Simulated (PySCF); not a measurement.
# From computed data to an observable: oscillator strength and radiative lifetime

H₄HfO₂, SMILES [OH][HfH2][OH], multiplicity 1.

Geometry optimised at PBE0-D3(BJ)/def2-TZVP. The multiplicity is an assumed one; other spin states were not compared. The def2 effective core potentials stand for the cores of Hf; spin–orbit coupling is left out. One conformer was computed; it need not be the lowest.

TDA-B3LYP/def2-SVPD (PySCF) puts the first singlet state with f over 0.02 at 5.91 eV (vertical), with the transition dipole (0.000, 0.000, -0.641) in atomic units.

Find the oscillator strength, the wavelength and the radiative lifetime that this transition would have in vacuum if emission retraced absorption.


|μ|² = 0.4109 au, so |μ| = 1.63 D. ΔE = 5.91/27.211 = 0.2172 hartree. f = (2/3) ΔE |μ|² = 0.059 (the program prints 0.059).
λ = 1239.84/5.91 = 210 nm; ν = 47667 cm⁻¹.
Einstein's coefficient A = 0.6670 ν² f s⁻¹ (ν in cm⁻¹) = 9.0e7 s⁻¹, so τ = 1/A = 11 ns. This state is S3; the lower singlets have f = 0.000, 0.009. The figure is the radiative limit of this one transition; relaxation, internal conversion, crossing to triplets and a medium change what is measured.
